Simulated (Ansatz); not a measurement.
System: CH8O2Si2, charge 0, multiplicity 1. 
Geometry from a B3LYP-D3(BJ)/def2-TZVP (Ansatz, a quantum-chemistry and plane-wave program) optimisation:
SMILES: [SiH3]OCO[SiH3]
```xyz
13

Si     1.7815    -1.0026     0.4465
O      0.4793    -0.2456     1.1420
C      0.0199     1.0224     0.7533
O     -0.4641     1.0298    -0.5642
Si    -1.7976     0.1745    -1.0567
H      1.4384    -1.5932    -0.8660
H      2.8836    -0.0261     0.2652
H      2.1754    -2.0703     1.3862
H     -0.7714     1.2987     1.4559
H      0.8308     1.7551     0.7941
H     -2.2008     0.7657    -2.3474
H     -1.4940    -1.2622    -1.2378
H     -2.8780     0.3183    -0.0500
```

Dipole moments at this geometry, in debye (magnitudes).

```
level                    program  dipole (D)
-----------------------  -------  ----------
SVWN5/def2-TZVPD          Ansatz        0.38
revPBE/def2-TZVPD         Ansatz         [?]
B97M-V/def2-TZVPD         Ansatz        0.51
B3LYP/def2-TZVPD          Ansatz        0.40
LC-wPBE/def2-TZVPD        Ansatz        0.41
CCSD(T)/aug-cc-pV(D+d)Z   Ansatz         [?]
```

Fill in the missing entries.


- revPBE/def2-TZVPD, dipole (D): 0.42
- CCSD(T)/aug-cc-pV(D+d)Z, dipole (D): 0.41
